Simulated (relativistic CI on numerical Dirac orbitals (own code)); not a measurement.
Pr³⁹⁺: sensitivity of the levels to the model

Base calculation: Dirac-Coulomb-Breit CI, orbitals from a KLI potential per configuration, QED by a radiative potential, unscaled Slater integrals.

CI space (outside the closed core [Ne]): 3s2.3p6.3d2, 3s2.3p5.3d3, 3s.3p6.3d3, 3s2.3p6.3d.4s, 3s2.3p6.3d.4p, 3s2.3p6.3d.4d, 3s2.3p5.3d2.4s, 3s2.3p6.3d.4f, 3s2.3p5.3d2.4p, 3s2.3p5.3d2.4d, 3s.3p6.3d2.4s, 3p6.3d3.4p, 3s2.3p6.4s2, 3s.3p6.3d2.4p, 3s2.3p6.4s.4p, 3s2.3p6.3d.5s, 3s2.3p6.3d.5d, 3s2.3p6.3d.5g, 3p6.3d4, 3p5.3d5, 3p5.3d4.4s, 3p6.3d3.4s, 3p5.3d3.4s2, 3s2.3p6.4p2, 3s2.3p5.4s.4p2, 3s2.3p6.4s.4d, 3s2.3p5.4s2.4d, 3s.3p6.3d.4s2, 3s.3p6.4s2.4p, 3s.3p6.4s2.4d. Double excitations out of closed p, d and f shells are left out; levels of such configurations are missing from the list, as are those of other unlisted configurations, and high levels can miss mixing partners. These lack a partner that the ground configuration has and come out too high: 3s2.3p5.3d2.4p, 3s2.3p5.3d2.4d.

Variants: (1) Breit term removed; (2) non-relativistic limit. Shifts of the energy above 3s2.3p6.3d2 3F_2, in cm⁻¹, for the lowest level and the first level of each name with at least 55 % of one term (blank where a level changes its place among those of its configuration and J or its character, or is not in the variant):

```json
{"Level": "3s2.3p6.3d2 3F_2", "Base": "0", "Δ(1)": "0", "Δ(2)": "0"}
{"Level": "3s2.3p6.3d2 3P_0", "Base": "133064", "Δ(1)": "-2417", "Δ(2)": "-46952"}
{"Level": "3s2.3p6.3d2 3F_3", "Base": "185377", "Δ(1)": "+6616", "Δ(2)": "-185377"}
{"Level": "3s2.3p6.3d2 3P_1", "Base": "276656", "Δ(1)": "+3129", "Δ(2)": "-190544"}
{"Level": "3s2.3p6.3d2 1S_0", "Base": "632653", "Δ(1)": "+6777", "Δ(2)": "-334370"}
{"Level": "3s2.3p5.3d3 5D°_0", "Base": "1648023", "Δ(1)": "+3748", "Δ(2)": "-211148"}
{"Level": "3s2.3p5.3d3 3I°_7", "Base": "2060936", "Δ(1)": "+28621", "Δ(2)": "-428518"}
{"Level": "3s2.3p5.3d3 3D°_1", "Base": "2131479", "Δ(1)": "+16701", "Δ(2)": ""}
```

At this charge energies of transitions that change n are usually good to better than 1 %, and those within a shell (Δn = 0) to a few per cent. Terms inside the open d or f shell come out 10 to 20 % too wide with unscaled integrals.

Ionisation energy from the two ground configurations alone: base 2838.32 eV; Breit term removed 2840.01 eV. The NIST ASD value (theoretical) is 2838 eV.

LS names give the leading component of a level, which can be under half, so a name can repeat, a term be missing and a line seem to break the LS rules.
